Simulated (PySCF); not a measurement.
Computed with PBE-D3(BJ)/def2-TZVP // PBE0-D3(BJ)/def2-TZVP run with PySCF. Isolated molecules, 0 K electronic values unless said otherwise. One relaxed conformer stands for a flexible species; it need not be the lowest. 

Reference species (SMILES): `[SiH](=[SiH2])[SiH]=[SiH2]` (Si–Si–Si–Si torsion 64°) (neutral, multiplicity 1).

```
Property          Value
-------------  --------
HOMO           -5.00 eV
LUMO           -3.20 eV
HOMO–LUMO gap   1.80 eV
```

Changed species: `[SiH3][Si]1=[SiH][SiH2]1`.

### Question
Predict the effect on the HOMO, LUMO and HOMO–LUMO gap.

### Answer
the HOMO falls by 0.31 eV, to -5.31 eV; the LUMO rises by 0.50 eV, to -2.70 eV; the HOMO–LUMO gap rises by 0.81 eV, to 2.61 eV.
